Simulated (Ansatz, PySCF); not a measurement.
CCl4, charge +1, doublet, geometry from GFN2-xTB (a state made from the parent by changing its charge; the spin is typed, not shown lowest). Base run: MP2/STO-3G (PySCF).

PySCF was given this input:
```python
from pyscf import gto, scf, mp

mol = gto.Mole()
mol.atom = '''
    Cl    1.36638904   -1.14730596   -0.08255112
    C    -0.00000000    0.00000000   -0.00000000
    Cl    0.62363357    1.67300521   -0.04774290
    Cl   -1.08853507   -0.26951840   -1.39017836
    Cl   -0.90148753   -0.25618086    1.52047238
'''
mol.basis = 'sto-3g'
mol.charge = 1
mol.spin = 1
mol.verbose = 4
mol.build()

mf = scf.UHF(mol)
mf.kernel()

pt = mp.MP2(mf)
pt.kernel()
print('E(MP2) = %.10f' % pt.e_tot)
```

The same geometry, method and basis name were run in Ansatz (a program for electronic structure) and PySCF, at each program's defaults and at the settings that a row names. The base is PySCF at its defaults. Differences at the defaults can come from grids, fitting, cores and function types together. The rows with settings made alike still differ; the cause (another SCF solution, basis table, core potential or functional code) wasn't traced.

| code and settings | ΔE vs base (µEh) | basis functions | E (Eh) | SCF cycles |
|---|---|---|---|---|
| PySCF, defaults (exact integrals, spherical functions, all electrons correlated) | 0.0 | 41 | -1855.38027 | 28 |
| Ansatz, defaults (factorised integrals, spherical functions, frozen core) | 1513 | 41 | -1855.37876 | - |
| PySCF, frozen core | 899 | 41 | -1855.37937 | 28 |
| Ansatz, high accuracy, frozen core | 1497 | 41 | -1855.37877 | - |

Open shells are given as the SCF converged; they aren't shown to be the lowest states, and a large step between rows can be another state.
